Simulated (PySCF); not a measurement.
H₆O₂Si₂Te, SMILES [SiH3]O[Te]O[SiH3]. The structure is a stationary point at PBE-D3(BJ)/def2-SVP. This is a generated structure with no PubChem entry under its InChIKey; it may be hypothetical. The def2 effective core potentials stand for the cores of Te; spin–orbit coupling is left out. One conformer was computed; it need not be the lowest.

Q: Give the equilibrium geometry at PBE-D3(BJ)/def2-SVP (PySCF confirms it by a frequency run) as a Z-matrix. (Estimate from the structure and the level; the computed values follow.)

A: Several could match; the one computed here: 
```
O
Si 1 1.7005
H 2 1.5011 1 105.75
H 2 1.5057 3 109.94 1 120.41
H 2 1.5060 3 109.82 4 119.59
Te 1 2.0206 2 119.72 3 179.96
O 6 2.0099 1 100.14 2 88.10
Si 7 1.6983 6 124.88 1 -77.05
H 8 1.5022 7 106.38 6 -148.40
H 8 1.5034 9 109.26 7 119.43
H 8 1.5066 9 110.32 10 120.08
```
